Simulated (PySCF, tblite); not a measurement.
C2H8F3NSi2.
Atom-mapped SMILES: `[F:1][C:2]([F:3])([F:4])[CH2:5][N:6]([SiH3:7])[SiH3:8]` (hydrogens: H9, H10 on C5; H11, H12, H13 on Si7; H14, H15, H16 on Si8)

Computed with GFN2-xTB (tblite), gas phase: Langevin dynamics at 400 K from the optimised GFN2-xTB geometry, time step 0.5 fs, friction 0.01 fs⁻¹, 2000 steps. Over the second half of the run the saved frames average 383 K.

Frame at 250 fs, instantaneous temperature 396 K:
```
atom  x, y, z in Å
F1     -1.871   -1.427    1.375
C2     -2.260   -0.417    0.625
F3     -3.504   -0.549    0.272
F4     -2.200    0.786    1.369
C5     -1.425   -0.333   -0.637
N6     -0.055   -0.032   -0.314
Si7     0.587    1.625   -0.473
Si8     0.964   -1.412    0.202
H9     -1.402   -1.302   -1.029
H10    -1.968    0.415   -1.257
H11     0.314    2.542    0.639
H12    -0.043    2.117   -1.661
H13     2.038    1.660   -0.542
H14     0.222   -2.605    0.330
H15     1.647   -1.076    1.411
H16     1.835   -1.609   -1.029
```

Frame at 425 fs, instantaneous temperature 411 K:
```
atom  x, y, z in Å
F1     -2.223   -0.992    2.104
C2     -2.697   -0.342    1.046
F3     -3.980   -0.608    0.683
F4     -2.629    0.967    1.445
C5     -1.895   -0.692   -0.191
N6     -0.485   -0.329   -0.210
Si7    -0.097    1.369   -0.442
Si8     0.584   -1.536    0.611
H9     -2.041   -1.737   -0.362
H10    -2.447   -0.236   -1.005
H11    -0.656    2.337    0.427
H12    -0.761    1.509   -1.727
H13     1.381    1.403   -0.125
H14    -0.181   -2.804    0.557
H15     0.780   -0.845    1.863
H16     1.819   -1.561   -0.253
```

Frame at 625 fs, instantaneous temperature 341 K:
```
atom  x, y, z in Å
F1     -2.311   -0.922    1.975
C2     -2.619   -0.196    0.921
F3     -3.981   -0.327    0.813
F4     -2.398    1.113    1.260
C5     -1.818   -0.563   -0.324
N6     -0.393   -0.418   -0.107
Si7     0.308    1.097   -0.657
Si8     0.505   -1.273    1.046
H9     -1.919   -1.624   -0.610
H10    -2.163    0.128   -1.148
H11    -0.205    2.347    0.141
H12    -0.291    1.328   -1.968
H13     1.804    1.024   -0.681
H14    -0.114   -2.575    0.776
H15     0.482   -0.891    2.462
H16     1.900   -0.946    0.798
```

Frame at 800 fs, instantaneous temperature 381 K:
```
atom  x, y, z in Å
F1     -2.094   -0.674    2.622
C2     -2.503   -0.132    1.403
F3     -3.780   -0.468    1.405
F4     -2.451    1.216    1.420
C5     -1.662   -0.558    0.188
N6     -0.274   -0.277    0.300
Si7     0.521    1.160   -0.342
Si8     0.790   -1.266    1.311
H9     -1.668   -1.656   -0.063
H10    -2.106   -0.038   -0.710
H11     0.133    2.369    0.389
H12    -0.174    1.249   -1.583
H13     1.990    0.908   -0.408
H14     0.504   -2.571    0.769
H15     0.564   -1.097    2.746
H16     2.214   -1.072    1.072
```

Frame at 1000 fs, instantaneous temperature 432 K:
```
atom  x, y, z in Å
F1     -1.831    0.052    2.610
C2     -2.220    0.292    1.304
F3     -3.436   -0.356    1.289
F4     -2.389    1.620    1.276
C5     -1.264   -0.208    0.301
N6      0.121    0.182    0.510
Si7     0.717    1.464   -0.544
Si8     1.030   -0.521    1.863
H9     -1.459   -1.356    0.195
H10    -1.481    0.154   -0.688
H11     1.365    2.499    0.192
H12    -0.277    2.026   -1.353
H13     1.733    0.968   -1.494
H14     0.588   -1.863    2.329
H15     0.929    0.312    3.030
H16     2.378   -0.481    1.328
```

**Question.** What do single points at PBE0/pcSseg-1 (PySCF, gas phase) give on these frames?

**Answer.** 
```tsv
t (fs)	GFN2-xTB E above start (eV)	DFT E above lowest frame (eV)	HOMO (eV)	LUMO (eV)	dipole (D)
250	0.60	0.02	-7.10	0.01	1.63
425	0.65	0.21	-7.03	-0.40	1.74
625	0.58	0.00	-7.66	-0.25	2.12
800	0.62	0.08	-7.37	-0.24	2.13
1000	0.61	0.00	-7.54	-0.11	2.03
```

The two levels order the frames alike by energy but for pairs within 0.08 eV at one level; measured from each level's lowest frame they differ by 0.14 eV at most. The HOMO–LUMO gap runs from 6.63 to 7.43 eV. These are instantaneous structures, not minima.

**Question.** And the isotropic GIAO shieldings (ppm) from the same runs?

**Answer.** 
| atom | 250 fs | 425 fs | 625 fs | 800 fs | 1000 fs | mean | range |
| --- | --- | --- | --- | --- | --- | --- | --- |
| F1 | 272.6 | 262.0 | 260.6 | 232.8 | 232.9 | 252.2 | 39.8 |
| C2 | 50.3 | 46.9 | 48.2 | 47.1 | 46.1 | 47.7 | 4.2 |
| F3 | 268.6 | 248.3 | 241.4 | 255.6 | 234.6 | 249.7 | 34.0 |
| F4 | 239.8 | 248.2 | 241.0 | 242.8 | 255.7 | 245.5 | 15.9 |
| C5 | 129.6 | 129.9 | 129.5 | 128.6 | 131.1 | 129.7 | 2.5 |
| N6 | 277.7 | 266.9 | 255.4 | 267.6 | 275.0 | 268.5 | 22.3 |
| Si7 | 393.4 | 391.8 | 381.2 | 382.8 | 386.6 | 387.2 | 12.2 |
| Si8 | 386.1 | 372.0 | 396.5 | 386.9 | 393.6 | 387.0 | 24.5 |
| H9 | 29.1 | 28.9 | 27.4 | 26.8 | 26.9 | 27.8 | 2.3 |
| H10 | 28.2 | 28.7 | 27.3 | 27.4 | 28.0 | 27.9 | 1.4 |
| H11 | 26.9 | 27.4 | 25.6 | 26.7 | 27.3 | 26.8 | 1.8 |
| H12 | 27.6 | 26.8 | 27.1 | 27.4 | 27.8 | 27.3 | 1.0 |
| H13 | 27.0 | 26.1 | 26.2 | 26.3 | 26.8 | 26.5 | 0.9 |
| H14 | 27.5 | 26.7 | 26.7 | 27.2 | 26.7 | 27.0 | 0.8 |
| H15 | 27.2 | 26.2 | 26.8 | 26.7 | 27.2 | 26.8 | 1.0 |
| H16 | 26.1 | 26.1 | 26.7 | 26.8 | 27.2 | 26.6 | 1.1 |

The cost below is that of the whole dynamics run. Time: 15 s wall; peak memory 0.18 GiB. Hardware: Arm Neoverse V1, one thread (shared host).
